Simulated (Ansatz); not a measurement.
Start from `C[CH2][SnH2][F]` and change one atom or group to get `[F][SnH2][CH2]Cl`.

Ansatz, PBE0-D4/def2-TZVP geometries, multiplicity 1. Each molecule was computed in one conformer, which needn't be the lowest.

Elements past krypton have def2 core potentials.

```
                                        property  `C[CH2][SnH2][F]`
              HOMO energy (PBE0/def2-TZVPP) / eV              -8.14
              LUMO energy (PBE0/def2-TZVPP) / eV              -0.41
         HOMO–LUMO gap (ωB97M-V/def2-TZVPP) / eV              11.36
             HOMO energy (B3LYP/def2-TZVPP) / eV              -7.95
size of the dipole moment (B3LYP/def2-TZVPP) / D               3.09
               LUMO energy (PBE/def2-TZVPP) / eV              -1.19
```

(1) Give the same properties after the change, and the shifts. (Best estimate.)

Results:

(1) Computed: 
| property | `[F][SnH2][CH2]Cl` | shift |
| --- | --- | --- |
| HOMO energy (PBE0/def2-TZVPP) / eV | -8.12 | 0.02 |
| LUMO energy (PBE0/def2-TZVPP) / eV | -0.73 | -0.32 |
| HOMO–LUMO gap (ωB97M-V/def2-TZVPP) / eV | 11.22 | -0.14 |
| HOMO energy (B3LYP/def2-TZVPP) / eV | -7.90 | 0.05 |
| size of the dipole moment (B3LYP/def2-TZVPP) / D | 1.17 | -1.92 |
| LUMO energy (PBE/def2-TZVPP) / eV | -1.61 | -0.42 |

The zero-point energy changes by -97.3 kJ/mol with -9 modes. Dipoles are sizes alone; their direction can turn.

B3LYP here is the variant with VWN-RPA as its local correlation; programs differ in this.
